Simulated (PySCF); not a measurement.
Dipole moment and polarisability of `C=CP([SiH3])C(=O)OC`

C4H9O2PSi.
Structure used (GFN2-xTB), in Å, numbered top down from 1:
```
atom  x, y, z in Å
C1    -3.234   -0.492   -0.237
C2    -1.942   -0.776   -0.299
P3    -0.682    0.374   -0.902
Si4   -0.505    1.738    0.876
C5     0.785   -0.619   -0.473
O6     0.803   -1.777   -0.147
O7     1.863    0.154   -0.630
C8     3.134   -0.443   -0.396
H9    -3.956   -1.216    0.105
H10   -3.620    0.473   -0.521
H11   -1.558   -1.755   -0.035
H12   -1.793    2.426    0.958
H13   -0.252    1.032    2.136
H14    0.597    2.650    0.578
H15    3.866    0.177   -0.908
H16    3.146   -1.462   -0.788
H17    3.342   -0.469    0.675
```

Level: PBE0/def2-SVPD (PySCF), static field, nuclei fixed, core orbitals frozen in the response. The polarisability tensor in these axes (au):

```
x   140.43   0.75  -0.65
y     0.75 107.17   6.98
z    -0.65   6.98  88.98
```

Give the principal values, the mean and the anisotropy Δα = √{½[(α1 − α2)² + (α2 − α3)² + (α1 − α3)²]}.

Principal values 86.60, 109.53 and 140.45 au; mean 112.19 au = 16.63 Å³ = 18.50 × 10⁻⁴⁰ C²·m²/J; Δα = 46.80 au (42 % of the mean).

What is the dipole moment, and where does it point?

(0.83, 1.14, 0.55) D, 1.51 D in size, pointing from the negative to the positive side. Measured along this direction, the outermost atoms are H9 at the negative end and H14 at the positive end.

What depolarisation ratio follows for Rayleigh scattering of linearly polarised light, taking the static tensor?

ρ = 3Δα²/(45ᾱ² + 4Δα²) = 6571.9/(566424 + 8762.6) = 0.0114.

What molar refraction does this α imply?

Lorentz–Lorenz: R = (4π/3)N_A α = 2.5225 cm³/(mol·Å³) × 16.63 Å³ = 41.9 cm³/mol, in the limit of long wavelengths.

In TDDFT the mean static polarisability is Σ f/ω² over all singlet excitations (ω in hartree). How much of it do the 8 lowest give? Their energies (eV) and oscillator strengths: 5.20, 0.0423; 5.40, 0.1267; 5.74, 0.0354; 5.93, 0.0259; 6.30, 0.0584; 6.42, 0.1040; 6.60, 0.0203; 6.86, 0.0271.

They add up to 9.45 au, 8.4 % of the 112.19 au; the largest single term is 3.22 au, from the state at 5.40 eV. Terms in order: 1.16, 3.22, 0.80, 0.55, 1.09, 1.87, 0.35, 0.43 au. Higher excitations give the rest. The strengths listed sum to 0.440.

One conformer (not necessarily the lowest) at the GFN2-xTB geometry, without solvent, vibrations or thermal averaging.
